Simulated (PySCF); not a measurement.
# Potential energy of MgSe along the bond

Set-up: Mg x2c-TZVPPall, Se x2c-TZVPPall; spin-free X2C with a Gaussian nucleus (PySCF 2.14). Energies in eV from Mg + Se in their ground configurations at the same level. All curves are PBE0. state 1: ¹Σ⁺ (singlet), closed shell; state 2: ³Π (triplet), unpaired electrons σ ↑, π ↑, a second solution, started from another occupation; state 3: Ms = 0 determinant of mixed spin (⟨S²⟩ near 1.0), unpaired electrons σ ↓, π ↑, a second solution, started from another occupation; state 4: ³Σ⁺ (triplet), unpaired electrons σ ↑↑, a second solution, started from another occupation.

```
R (Å)  state 1  state 2  state 3  state 4
1.942   -0.892    0.344    0.386   1.2089
2.032   -1.419   -0.461   -0.419   0.5716
2.123   -1.707   -1.003   -0.960   0.1546
2.190   -1.808   -1.280   -1.235  -0.0501
2.258   -1.834   -1.468   -1.422  -0.1832
2.326   -1.802   -1.588   -1.540  -0.2603
2.416   -1.695   -1.665   -1.613  -0.2966
2.529   -1.494   -1.665   -1.606  -0.2649
2.664   -1.199   -1.574   -1.504  -0.1534
2.845   -0.782   -1.369   -1.279   0.0656
```

Put a parabola through the three lowest points of the state 1 curve and estimate Re, k and ωe (reduced mass 18.45 u; 1 eV/Å² = 0.16022 mdyn/Å; ωe = 1302.8·√(k/μ) cm⁻¹).

Through R = 2.19, 2.258, 2.326 Å the second-order coefficient is 6.27 eV/Å², so Re ≈ 2.254 Å, k ≈ 2.01 mdyn/Å and ωe ≈ 430 cm⁻¹. A polynomial fit of higher order to the unrounded PBE0 energies gives Re = 2.252 Å, k = 2.04 mdyn/Å, ωe = 433 cm⁻¹; anharmonicity and rounding make the difference.

The higher-order fit for each curve: state 1: Re = 2.252 Å, ωe = 433 cm⁻¹, De = 1.83 eV; state 2: Re = 2.471 Å, ωe = 320 cm⁻¹, minimum 1.68 eV below the ground-state fragments; state 3: Re = 2.462 Å, ωe = 329 cm⁻¹, minimum 1.62 eV below the ground-state fragments; state 4: Re = 2.424 Å, ωe = 312 cm⁻¹, minimum 0.297 eV below the ground-state fragments.
